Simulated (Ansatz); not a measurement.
A made-up structure of Al$_{2}$H$_{2}$Cl$_{2}$, closed shell:

Al1  (-0.796, 1.072, -0.425)
Al2  (0.670, -0.907, 0.355)
Cl3  (1.672, -0.897, 2.203)
Cl4  (0.949, -2.636, -0.806)
H5  (-1.530, 1.020, -1.831)
H6  (1.612, -2.087, 0.536)
(Å)

It is relaxed with PBE-D4/def2-SVP and then PBE0-D4/def2-TZVP (Ansatz 0.2.0). Atoms count as bonded within 1.22 times the sum of their covalent radii (H–H: 0.88 Å). The end point is not checked to be a true minimum.

Does its bonding change? (Judge from chemistry; the calculation decides.)

The calculation gives: Yes. Formed: Al1–Cl4; broken: Cl4–H6.

Where it ends: The first stage lowers the energy by 5.51 eV in 28 steps. It ends as Al₂H₂Cl₂ ([Cl][AlH]1[AlH][Cl]1):
Al1  (-0.569, 0.103, -0.720)
Al2  (1.415, -0.773, 0.479)
Cl3  (1.208, -1.013, 2.567)
Cl4  (-0.366, -2.153, -0.615)
H5  (-1.893, 0.550, -1.469)
H6  (2.782, -1.149, -0.209)
(Å)

Labels in which every atom is bracketed show which atoms are joined, not bond orders.

For scale, one of the runs: PBE0-D4/def2-TZVP relaxation, 160 basis functions, launched by `ansatz run in.yaml --threads 2 --pin off --events-out ev --progress --plain --max-ram 4352MiB`. The run took about 46 s on 2 CPU threads of an Intel Xeon Platinum 8259CL (shared host).
